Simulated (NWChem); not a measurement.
# Si₂H₅OCl; SMILES O[Si@@H]([SiH3])Cl

```xyz
9

O      1.9020     0.1320     0.4133
Si     0.4634     0.1209    -0.4469
Si    -0.6412    -1.8662     0.1147
Cl    -0.7792     1.7076     0.1358
H      2.4887     0.8910     0.2427
H      0.7056     0.3194    -1.9197
H     -0.8843    -1.8858     1.5980
H     -1.9610    -1.9037    -0.6056
H      0.1697    -3.0706    -0.2801
```
Atoms are numbered in this order, from 1.

Computed with NWChem. Structure relaxed at the PBE-D3(BJ)/def2-SVP level. Total energies compare along this basis series because the functional is fixed.

| level | basis functions | energy (Ha) | highest occupied level (eV) | orbital gap (eV) | dipole (D) |
|---|---|---|---|---|---|
| PBE0/cc-pVDZ | 93 | -1117.0215 | -8.13 | 8.03 | 1.58 |
| PBE0/aug-cc-pVDZ | 149 | -1117.0388 | -8.24 | ___ | 1.46 |
| PBE0/cc-pVTZ | 202 | -1117.1024 | -8.20 | 7.83 | 1.46 |

Fill in the missing entries.


- PBE0/aug-cc-pVDZ, orbital gap (eV): 7.55
